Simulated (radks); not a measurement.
The numbers below are computed, except where a source is named.
The phosphorus anion P3-, [Ar], held by a Watson sphere: a shell of charge +3 at radius R that stands for the Madelung well of a crystal (potential energy -3/R inside, -3/r outside, in hartree with lengths in bohr). Level of theory: scalar-relativistic Kohn-Sham, r2SCAN, spin-unpolarised, spherical densities, finite nucleus; meta-GGA in the generalised Kohn-Sham scheme; Fermi nuclear charge, rms radius of each element as measured or else 0.836 A^(1/3) + 0.57 fm (a radial shooting solver on a logarithmic mesh with Libxc functionals).

R (bohr)  e(2p) (eV)  e(3s) (eV)  e(3p) (eV)  <r> 3p (bohr)  sum of <r^2> (bohr^2)  X-ray form factor at sin(theta)/lambda = 0.2 1/angstrom
2.09         -123.28     -17.089      -8.283          2.267                  47.01                                                   10.791
2.11         -123.26     -17.010      -8.240          2.275                  47.31                                                   10.774
2.19         -123.20     -16.699      -8.065          2.308                  48.54                                                   10.708
2.26         -123.16     -16.434      -7.910          2.336                  49.63                                                   10.654
3.25         -123.16     -13.418      -5.808          2.727                  65.81                                                   10.213
3.89         -123.03     -12.152      -4.714          2.966                  76.96                                                   10.153
4.21         -122.93     -11.678      -4.260          3.083                  82.84                                                   10.155
4.48         -122.84     -11.346      -3.922          3.180                  87.99                                                   10.165
